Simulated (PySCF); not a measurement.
B3LYP has the VWN-RPA correlation part, as in Gaussian. 

```xyz
13

C     -1.7332    -0.5061     0.2781
Si    -0.2369     0.3892    -0.4146
N      0.1828     1.8701     0.3622
Si     1.6432    -1.0072    -0.2958
H     -2.6206     0.1314     0.2349
H     -1.9397    -1.4135    -0.2968
H     -1.5753    -0.7958     1.3201
H     -0.5271     0.7313    -1.8367
H     -0.3505     2.7081     0.1970
H      0.5911     1.8738     1.2823
H      1.3279    -2.3788    -0.7860
H      2.0974    -1.1314     1.1206
H      2.7801    -0.4737    -1.0941
```

Charge 0, multiplicity 1.

Task: Give the Mulliken and meta-Löwdin atomic charges from B3LYP-D3(BJ)/def2-TZVP // PBE0-D4/def2-TZVP run with PySCF.

Result: 
```
atom  Mulliken (e)  meta-Löwdin (e)
----  ------------  ---------------
C1           -0.44            -0.61
Si2           0.39             0.71
N3           -0.61            -0.74
Si4           0.10             0.20
H5            0.12             0.12
H6            0.12             0.13
H7            0.12             0.12
H8           -0.07            -0.12
H9            0.22             0.23
H10           0.22             0.23
H11          -0.06            -0.09
H12          -0.06            -0.09
H13          -0.05            -0.08
```
